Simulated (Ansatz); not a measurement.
Start from `O=C/N=C\[SiH3]` and change one atom or group to get `C=NC=O`.

Ansatz, PBE0-D4/def2-TZVP geometries, multiplicity 1. Each molecule was computed in one conformer, which needn't be the lowest.

```json
{"property": "HOMO–LUMO gap (ωB97M-V/def2-TZVPP) / eV", "`O=C/N=C\\[SiH3]`": "9.96"}
{"property": "ideal-gas entropy at 298 K and 1 bar (rigid rotor, harmonic PBE0-D4/def2-TZVP) / J/(mol·K)", "`O=C/N=C\\[SiH3]`": "337"}
{"property": "zero-point energy (PBE0-D4/def2-TZVP) / kJ/mol", "`O=C/N=C\\[SiH3]`": "171.1"}
{"property": "HOMO–LUMO gap (B3LYP/def2-TZVPP) / eV", "`O=C/N=C\\[SiH3]`": "4.98"}
{"property": "HOMO energy (B3LYP/def2-TZVPP) / eV", "`O=C/N=C\\[SiH3]`": "-7.34"}
{"property": "LUMO energy (PBE/def2-TZVPP) / eV", "`O=C/N=C\\[SiH3]`": "-3.18"}
```

What does the change do to each property? (An estimate is asked.)

Computed: 
| property | `C=NC=O` | shift |
| --- | --- | --- |
| HOMO–LUMO gap (ωB97M-V/def2-TZVPP) / eV | 10.86 | 0.90 |
| ideal-gas entropy at 298 K and 1 bar (rigid rotor, harmonic PBE0-D4/def2-TZVP) / J/(mol·K) | 280 | -57 |
| zero-point energy (PBE0-D4/def2-TZVP) / kJ/mol | 131.0 | -40.1 |
| HOMO–LUMO gap (B3LYP/def2-TZVPP) / eV | 5.69 | 0.71 |
| HOMO energy (B3LYP/def2-TZVPP) / eV | -7.53 | -0.19 |
| LUMO energy (PBE/def2-TZVPP) / eV | -2.69 | 0.49 |

With PBE0 the HOMO falls by 0.19 eV and the LUMO rises by 0.57 eV, so the gap widens by about 0.76 eV. PBE moves the HOMO by -0.07 eV and ωB97M-V by -0.26 eV. The zero-point energy changes by -40.1 kJ/mol with -9 modes. Modes under 60 cm⁻¹, often nearly free rotors, make the harmonic entropy too high.

B3LYP here is the variant with VWN-RPA as its local correlation; programs differ in this.
